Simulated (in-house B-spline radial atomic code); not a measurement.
Hf IX (Hf8+): [Kr] 4d9 4f13 5s2 5p3 7g1 (an excited or competing configuration)

All numbers are computed (Dirac-Hartree-Fock, average of configuration; Fermi nucleus of rms radius 5.347 fm) with a radial B-spline atomic code at the basis-set limit, not measured.

Effective charges: Z_r = [3n² - l(l+1)]/(2<r>) from the radius, Z_e = n√(-2ε) from the energy, and Slater's rules. Values are occupation-weighted means over j. An effective charge above Z reflects the relativistic contraction of the inner shells.

| shell | electrons | ε (eV) | <r> (bohr) | Z_r | Z_e | Slater |
| --- | --- | --- | --- | --- | --- | --- |
| 1s | 2 | -65919 | 0.01899 | 79.00 | 69.61 | 71.70 |
| 2s | 2 | -11541 | 0.07971 | 75.28 | 58.25 | 67.85 |
| 2p | 6 | -10209 | 0.07132 | 70.11 | 54.78 | 67.85 |
| 3s | 2 | -2810.8 | 0.2076 | 65.04 | 43.12 | 60.75 |
| 3p | 6 | -2400.6 | 0.2073 | 60.31 | 39.85 | 60.75 |
| 3d | 10 | -1885.4 | 0.1891 | 55.52 | 35.32 | 50.85 |
| 4s | 2 | -718.94 | 0.4667 | 51.43 | 29.08 | 44.25 |
| 4p | 6 | -579.35 | 0.494 | 46.56 | 26.10 | 44.25 |
| 4d | 9 | -391.71 | 0.5283 | 39.75 | 21.46 | 33.20 |
| 5s | 2 | -210.11 | 1.055 | 35.56 | 19.65 | 17.10 |
| 4f | 13 | -182.36 | 0.5982 | 30.09 | 14.64 | 22.80 |
| 5p | 3 | -171.83 | 1.166 | 31.30 | 17.77 | 17.10 |
| 7g | 1 | -22.898 | 6.86 | 9.26 | 9.08 | - |

The least bound orbital is 7g7/2 at -22.9 eV, and it is also the most diffuse (<r> = 6.861 bohr). The part-filled 4d shell lies below the filled 5s shell in orbital energy.

Spin-orbit splittings of the orbital energies (j = l + 1/2 above j = l - 1/2 when positive): 2p 1195 eV, 3p 260.4 eV, 3d 56.2 eV, 4p 60.7 eV, 4d 11.37 eV, 4f 2.03 eV, 5p 11.04 eV, 7g -0.004113 eV.

For the 1s electron the small component carries 7.33 % of the norm, the zero-frequency Breit interaction raises the level by 222.1 eV, self-energy by 137.6 eV, and vacuum polarisation lowers it by 25.26 eV.

The density falls to 0.001 bohr⁻³ at 2.484 bohr; Σ<r²> = 72.121 bohr² gives, by the non-relativistic formula and without the paramagnetism of open shells, a Langevin diamagnetic susceptibility of -57.12×10⁻⁶ cm³/mol.
